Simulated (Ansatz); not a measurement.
```yaml
crystal:
  periodic: [false, false, false]
  atoms:
    - {symbol: F, position_ang: [2.212171, -3.528295, -1.594823]}
    - {symbol: Al, position_ang: [0.071799, -1.668106, -0.289794]}
    - {symbol: Si, position_ang: [0.830501, 2.862471, 0.044513]}
    - {symbol: S, position_ang: [-3.362074, -3.482992, 1.064955]}
    - {symbol: H, position_ang: [1.165990, 3.995323, -2.508552]}
    - {symbol: H, position_ang: [-1.335254, 4.134033, 1.308888]}
    - {symbol: H, position_ang: [3.159782, 3.364330, 1.539987]}
    - {symbol: H, position_ang: [-2.568682, -5.784669, 0.329378]}
basis:
  gaussian: {orbitals: def2-SVP, fitting: {mean_field: def2-universal-jkfit}, nuclear_model: gaussian}
hamiltonian: {xc: {name: r2SCANh}}
accuracy: high
```

```sh
$ ansatz run in.yaml --threads 2 --pin off --events-out ev --progress --plain --max-ram 4352MiB
```

Shortened log:

```
Functional definition: r2SCANh
533 factors; integrals over basis functions are off by at most 5.9e-1 eV
mean field evaluation 1: about -28041.9457 eV, gradient 5.9e1 eV
mean field evaluation 2: about -27528.1948 eV, gradient 1.9e2 eV
mean field evaluation 4: about -27996.9947 eV, gradient 5.8e1 eV
mean field evaluation 8: about -28057.1431 eV, gradient 2.3e0 eV
mean field evaluation 16: about -28057.2485 eV, gradient 2.6e-1 eV
mean field evaluation 32: about -28057.2710 eV, gradient 8.4e-3 eV
mean field evaluation 224: about -28057.2586 eV, gradient 1.7e-1 eV
mean field -28057.27110895 eV, -1031.0856953525 hartree, gradient 4.7e-8 eV, S^2 0.000000; 20 other end points of the search recorded, 0 dependent functions left out
reference -28057.27111016 eV, -1031.0856953970 hartree; 28, 28 occupied and 60, 60 virtual orbitals, 533 factors
Total energy: -28057.27111016 eV, -1031.0856953970 hartree
```

(1) Something in this input is off. What?

Results:

(1) The coordinates are in bohr but typed as ångström. Self-consistency was reached. The result belongs to that input, not to the molecule as meant.
